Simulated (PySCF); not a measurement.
# Computed properties of SiH₃Cl, SMILES Cl[SiH3]

SiH3Cl, SMILES [SiH3]Cl. The structure is a stationary point at B3LYP-D3(BJ)/def2-TZVP. The isomer is the one that the SMILES or the coordinates give; other isomers of the formula were not compared. Other conformers were not sampled. All values are computed for the isolated molecule unless a solvent is named; none is compared with measurement here.

**Structure.** The optimised structure has C3v symmetry. All 9 harmonic modes at B3LYP-D3(BJ)/def2-TZVP (PySCF) are real, so it is a minimum.

**Vibrations.** The strongest infrared lines (harmonic, unscaled, degenerate partners summed) lie at 957 cm⁻¹ (266 km/mol, H 93 %), 2263 cm⁻¹ (206 km/mol, H 96 %), 960 cm⁻¹ (126 km/mol, H 96 %). The softest mode is at 535 cm⁻¹ and the zero-point energy is 16.5 kcal/mol.

**Electronic structure.** PBE0/def2-TZVPD (PySCF) places the frontier levels at -9.06 and -0.37 eV, a gap of 8.69 eV, and gives a dipole moment of 1.35 D and a mean polarisability of 42.6 bohr³. PBE/def2-TZVPD (PySCF) at the same geometry gives -7.70 and -1.20 eV, so its gap is 2.19 eV narrower. An orbital gap is neither the optical nor the fundamental gap.

**Excitations.** TDA-ωB97X/def2-TZVPD (PySCF) has S1 at 7.69 eV (161 nm, f = 0.025, weak); the most intense of the 10 singlets computed lies at 9.47 eV (f = 0.15). Strengths of degenerate partners are summed. T1 (TDA) is at 7.31 eV, 0.38 eV under S1. No vertical singlet excitation falls in the visible range (under 3.1 eV).

**NMR.** GIAO shifts at HF/pcSseg-2 (PySCF) (non-relativistic, atoms alike by connectivity averaged): ¹H at 4.8 ppm against TMS; ²⁹Si at -39.3 ppm against TMS. Without spin–orbit terms, shifts of atoms bonded to Cl or Br come out too high.
